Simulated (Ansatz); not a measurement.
System: CHCl2F, charge 0, singlet. CHCl2F (dichloro(fluoro)methane, SMILES ClC(Cl)F).
B3LYP-D3(BJ)/def2-TZVP minimum from Ansatz (a program for electronic structure):
```
C
F 1 1.3493
H 1 1.0849 2 109.62
Cl 1 1.7755 3 108.37 2 119.30
Cl 1 1.7755 3 108.37 2 -119.30
```
Charge 0, spin multiplicity 1.

Total energies in cc-pV(D+d)Z, 26 correlated electrons, 12 frozen orbitals. Radicals and triplets start from unrestricted determinants; spin-orbit coupling is neglected. Cores are frozen in correlated methods. No relativity.

```json
[
 {"method": "HF", "program": "Ansatz", "energy (Eh)": "-1056.88469", "minus CCSDT(Q) (mEh)": "653.83"},
 {"method": "MP2", "program": "Ansatz", "energy (Eh)": "-1057.48662", "minus CCSDT(Q) (mEh)": "51.90"},
 {"method": "CCSD", "program": "Ansatz", "energy (Eh)": "-1057.52012", "minus CCSDT(Q) (mEh)": "18.40"},
 {"method": "CCSD(T)", "program": "Ansatz", "energy (Eh)": "-1057.53633", "minus CCSDT(Q) (mEh)": "2.19"},
 {"method": "CCSDT(Q)", "program": "Ansatz", "energy (Eh)": "-1057.53852", "minus CCSDT(Q) (mEh)": "0.00"}
]
```

Rough core times of Ansatz's runs on a shared machine: CCSD(T) under 20 s, CCSDT(Q) 4 min.
